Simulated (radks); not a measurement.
The numbers below are computed, except where a source is named.
Fractional charge and spin in the 5s shell of barium: the spin-up occupation runs from 0 to 1 and the spin-down occupation from 0 to 1; the fullest corner is Ba3+, [Kr] 4d10 5p(up 2.5, down 2.5) 5s(up 1, down 1). Level of theory: scalar-relativistic Kohn-Sham, PBE, spin-polarised, spherical densities, finite nucleus; Fermi nuclear charge, rms radius of each element as measured or else 0.836 A^(1/3) + 0.57 fm (a radial shooting solver on a logarithmic mesh with Libxc functionals). Energy (eV) above the fullest corner. The planes named below are the two flat planes that join the four corners, with an edge along up + down = one added electron.

down \ up        0      0.5       1
0          142.055  101.420  64.073
0.5        101.420   64.330  30.461
1           64.073   30.461   0.000

Corners above the fullest one (they belong to Ba4+ and the next ion): (up 1, down 0) 64.073 eV, (up 0, down 1) 64.073 eV, (up 0, down 0) 142.05 eV. With half an added electron in each spin the energy lies 0.256 eV from the planes, and with half an added electron in spin up alone -1.644 eV. The planes are only a guide here: the flat-plane condition holds for ground states with one frontier orbital, while this shell lies below other occupied shells, so the corners above the fullest one are inner-hole states and not the ground states of those ions.
